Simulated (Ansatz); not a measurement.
The cluster B₅. Charge 0, multiplicity 2. Geometry PBE-D4/def2-SVP, basis def2-TZVP, Ansatz.

```tsv
atom	x (Å)	y (Å)	z (Å)
B1	-1.618	-0.080	0.340
B2	1.142	0.600	-1.036
B3	1.115	-0.291	0.279
B4	-0.373	0.402	-0.550
B5	-0.267	-0.631	0.968
```

```json
{"run": "A", "HOMO (eV)": "-6.59", "LUMO (eV)": "-4.50"}
{"run": "B", "HOMO (eV)": "-8.89", "LUMO (eV)": "-1.77"}
{"run": "C", "HOMO (eV)": "-7.27", "LUMO (eV)": "-3.78"}
{"run": "D", "HOMO (eV)": "-6.15", "LUMO (eV)": "-4.65"}
{"run": "E", "HOMO (eV)": "-6.99", "LUMO (eV)": "-4.18"}
```

The structure comes from a short search, and lower isomers may exist.

HOMO and LUMO are taken over both spins.

Q: The runs used PBE, PBE0, r2SCAN, r2SCANh, ωB97M-V. Estimate which is which.

A: A r2SCAN (0 % exact exchange); B ωB97M-V (range-separated); C PBE0 (25 % exact exchange); D PBE (0 % exact exchange); E r2SCANh (10 % exact exchange). Exact exchange lowers occupied and raises empty levels; among semilocal functionals meta-GGAs tend to open the gap a little, and such runs are hard to tell apart. The gap grows from 1.50 eV (PBE) to 7.12 eV (ωB97M-V). At r2SCAN-D4/def2-TZVP, ωB97M-V/def2-TZVP, PBE0-D4/def2-TZVP, PBE-D4/def2-TZVP and others the charge 0 doublet is spin-contaminated (final ⟨S²⟩ up to 1.05, 0.75 for a pure state).
